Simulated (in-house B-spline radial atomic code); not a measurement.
How numerical settings move a run on neutral oxygen, [He] 2s2 2p4. Computed with an all-electron radial atomic-structure program (B-spline basis): scalar-relativistic (X2C) r2SCAN0, spin-polarised, spherical fractional occupations, Fermi nucleus of rms radius 2.6991 fm.

Command:
```bash
python run_scf.py task.json out
```
Settings of the sound reference run:
```
Z                8
electrons        8
configuration    [He] 2s2 2p4
hamiltonian      x2c
method           r2scan0
spin_polarised   True
nucleus          fermi
rms_radius       2.6991
mass_number      16
atomic_mass      15.99491
speed_of_light   137.036
knot_spacing     0.22
spline_order     8
gauss_points     12
box_radius       50
max_iterations   70
damping          0.5
damped_steps     3
diis_vectors     10
tolerance        1e-08
start            Thomas-Fermi
```

Cost of the run: 0.6 s on 1 thread of Arm Neoverse N1, on a shared host.

It converges in 9 iterations to -75.039203 hartree, with 2p down at -6.12124 eV. The other runs change the listed settings, some to values that make no sense; their results aren't properties of the atom or ion. Radii are in bohr (the nuclear one in fm), a minus after a letter asks for a j subshell, and «unchanged» means within 1e-8 hartree. The run stops when the residual is below 10 × tolerance × max(1, Z/10), or a noise floor if that is larger, and the energy moves by less than 1e-8 × √|E| hartree; so very loose and very tight tolerances often act alike.

| changed settings | outcome |
| --- | --- |
| max_iterations = 50, damping = 0, tolerance = 0.0001 | converged in 8 iterations, energy unchanged, 2p down level +5.4e-06 eV |
| gauss_points = 4 | converged in 9 iterations, energy +1.72e-06 hartree from the reference, 2p down level +4.5e-04 eV |
| damping = 0.95 | converged in 9 iterations, energy unchanged, 2p down level +7.1e-07 eV |
| hamiltonian = dirac, method = hf, spin_polarised = False, speed_of_light = 6.002177 | stopped with error: Z/c is past the critical charge |
| first_knot = 0.0375, max_iterations = 60, damped_steps = 30 | converged in 28 iterations, energy +6.17e-04 hartree from the reference, 2p down level +9.3e-06 eV |
| damped_steps = 1 | converged in 7 iterations, energy unchanged, 2p down level +7.2e-07 eV |
| damped_steps = 30 | converged in 25 iterations, energy unchanged, 2p down level -4.8e-06 eV |
| spline_order = 7, gauss_points = 16, max_iterations = 3, damped_steps = 1 | not converged after 3 iterations, last residual 1.4e-03, last energy +5.08e-05 hartree from the reference |
| knot_spacing = 0.15, spline_order = 4, box_radius = 10, max_iterations = 75, damped_steps = 0 | converged in 7 iterations, energy -1.17e-06 hartree from the reference, 2p down level +7.9e-04 eV (the program warns: 2p down reaches the box edge; 2p up reaches the box edge) |
| damped_steps = 8 | converged in 12 iterations, energy unchanged, 2p down level -4.1e-06 eV |
| gauss_points = 8 | converged in 9 iterations, energy +1.01e-07 hartree from the reference, 2p down level -4.2e-05 eV |
| electrons = 11, configuration = [He] 2s2 2p7, max_iterations = 60 | stopped with error: shell 2p holds at most 3 electrons (per spin) |
| damping = 0.8 | converged in 9 iterations, energy unchanged, 2p down level +4.7e-07 eV |
| gauss_points = 16 | converged in 9 iterations, energy unchanged, 2p down level -7.8e-06 eV |

**Question.** What happens with electrons = 9, configuration = [He] 2s2 2p4 3p-1, max_iterations = 100?

**Answer.** Stopped with error: j subshells need the Dirac Hamiltonian and l > 0.

**Question.** What happens with gauss_points = 6?

**Answer.** Converged in 9 iterations, energy +6.50e-07 hartree from the reference, 2p down level -5.8e-05 eV.

**Question.** What happens with damped_steps = 0?

**Answer.** Converged in 7 iterations, energy unchanged, 2p down level +2.3e-06 eV.

**Question.** What happens with damping = 0.2?

**Answer.** Converged in 8 iterations, energy unchanged, 2p down level +1.5e-06 eV.
